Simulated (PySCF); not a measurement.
Compound: C2H8SSiTe.
Atom-mapped SMILES: `[CH3:1][S:2][SiH2:3][CH2:4][TeH:5]` (hydrogens: H6, H7, H8 on C1; H9, H10 on Si3; H11, H12 on C4; H13 on Te5)

Theory: PySCF, PBE0-D3(BJ)/def2-SVP geometry optimisation, gas phase, def2 core potentials past Kr.

(1) List the bond lengths, angles and torsions at this level.

Answers

(1) 
```csv
bond,length (Å),order
C1–S2,1.823,single
S2–Si3,2.147,single
Si3–C4,1.874,single
C4–Te5,2.169,single
"C1–H6, C1–H7, C1–H8",1.099,single
"Si3–H9, Si3–H10",1.495,single
"C4–H11, C4–H12",1.100,single
Te5–H13,1.666,single
```

Bonds in one row agree within 0.01 Å and their mean is given. Orders are formal, as drawn. A selection of angles:
```csv
angle,degrees
S2–C1–H6,111.4
S2–C1–H8,106.8
H6–C1–H7,109.7
C1–S2–Si3,99.9
S2–Si3–C4,107.0
S2–Si3–H9,110.5
S2–Si3–H10,110.5
C4–Si3–H9,110.2
H9–Si3–H10,108.4
Si3–C4–Te5,111.1
Si3–C4–H11,113.2
Si3–C4–H12,110.2
Te5–C4–H11,108.9
Te5–C4–H12,105.0
H11–C4–H12,108.1
C4–Te5–H13,93.0
```

Dihedral angles: C1–S2–Si3–C4 178° (antiperiplanar); S2–Si3–C4–Te5 178° (antiperiplanar). The mirror-image conformer, all signs reversed, is as good.

Si3 (SiH2 silicon) is tetrahedral (angles from 107.0° to 110.5°). Te5 (tellurium bonded to C and H) is bent (angle 93.0°). The 5 heavy atoms lie in one plane (0.019 Å rms).

Stationary, but not proved a minimum. One conformer, not necessarily the lowest (C1–S2–Si3–C4 178°, S2–Si3–C4–Te5 178°, Si3–C4–Te5–H -59°).
